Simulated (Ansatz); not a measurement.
CH6OSiZn can be A, `[SiH3]O[CH2][ZnH]`, or B, `C[SiH2][O][ZnH]`.

Gas-phase electronic energies from Ansatz, PBE0-D4/def2-TZVP geometries. CCSD(T)/CBS is the MP2 limit (def2-TZVPP, def2-QZVPP) plus CCSD(T) − MP2 in def2-TZVPP, frozen cores. DFT in def2-TZVPP. B3LYP here is the variant with VWN-RPA as its local correlation; programs differ in this. For Zn outer-core shells are correlated without core-valence functions, which leaves a few kJ/mol of doubt a bond. Scalar relativity is left out up to krypton. One conformer a species, not always the lowest.

Question: Which is lower in electronic energy at CCSD(T)/CBS, and by how much? (Estimate.)

Answer: Ansatz gave: B, by 51.9 kcal/mol.

Question: Give E(B) − E(A) in kcal/mol with ωB97M-V, CCSD(T)/def2-TZVPP, BLYP-D4, MP2/def2-TZVPP, CCSD(T)/def2-SVP, CCSD/def2-TZVPP, B3LYP-D4. (An estimate is asked.)

Answer: Computed: ωB97M-V -49.9, CCSD(T)/def2-TZVPP -50.9, BLYP-D4 -47.5, MP2/def2-TZVPP -52.6, CCSD(T)/def2-SVP -49.4, CCSD/def2-TZVPP -51.3, B3LYP-D4 -49.1. None reverses the order clearly.

Question: Does the order hold for the free energy at 298.15 K (harmonic terms from PBE0-D4)? (Best estimate.)

Answer: The calculation gave: Yes: G(B) − G(A) = -51.1 kcal/mol, for one conformer each. Modes under 60 cm⁻¹, often nearly free rotors, make the harmonic entropy too high.

Largest T1 diagnostic: 0.015.

Leaving LDA and LC-ωPBE aside and taking each functional with its dispersion term where it has one, the values, not all of them listed here, spread over 5.2 kcal/mol, from r2SCAN0-D4 to revPBE-D4. From BLYP to BHLYP (50 % exact exchange), in def2-TZVPP and without D4, E(B) − E(A) moves by −3.3 kcal/mol.
